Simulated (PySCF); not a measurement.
CH7FOSi2, SMILES C[Si@@H](F)O[SiH3].

Geometry: B3LYP-D3(BJ)/def2-SVP. The structure was generated by enumeration; whether it is a known compound was not checked. The values are those of a single conformer.

Calculation: M06-2X/def2-TZVP in PySCF.

Isolated molecule, no solvent.

* **total energy**: -796.52768 hartree
* **highest occupied level**: -10.01 eV
* **lowest empty level**: 0.87 eV
* **orbital gap**: 10.88 eV
* **dipole moment**: 1.65 D
* **quadrupole, principal values (traceless, Buckingham form, about the centre of nuclear charge)**: -5.62, 0.07, 5.55 D·Å
* **mean static polarisability**: 62.1 bohr³ (9.20 Å³)
* **polarisability, principal values**: 56.5, 61.0, 68.6 bohr³
